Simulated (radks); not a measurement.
Task: The table gives one normalised radial function P(r) = r R(r) of Sr in [Kr] 5s2 (r in bohr). Calculated with a radial shooting solver on a logarithmic mesh with Libxc functionals: scalar-relativistic Kohn-Sham, BLYP, spin-polarised, spherical densities, point nucleus.

r,P
0.004286,0.0042
0.005762,0.0072
0.007747,0.0122
0.01042,0.0205
0.014,0.0340
0.01868,0.0545
0.02511,0.0858
0.03376,0.1295
0.04539,0.1841
0.06103,0.2403
0.08205,0.2757
0.1094,0.2554
0.1471,0.1416
0.1978,-0.0716
0.266,-0.3150
0.3576,-0.4418
0.4808,-0.3100
0.6412,0.0713
0.8621,0.5487
1.159,0.8572
1.558,0.8444
2.095,0.5847
2.794,0.2948
3.757,0.1004
5.051,0.0215
6.791,0.0025
9.13,0.0001
12.28,0.0000

Which n and l does it have? It may be an empty orbital.

Result: n = 4, l = 1: the number of nodes gives n - l - 1 = 2, the rise at small r (about r^(l+1), flatter next to the nucleus through relativity) gives l, and the extent must fit the shell. The curve is that of 4p. 4p: eigenvalue -22.545 eV, 2 radial nodes at r = 0.181, 0.613 bohr, <r> = 1.57 bohr, 90 % of the charge inside 2.36 bohr.
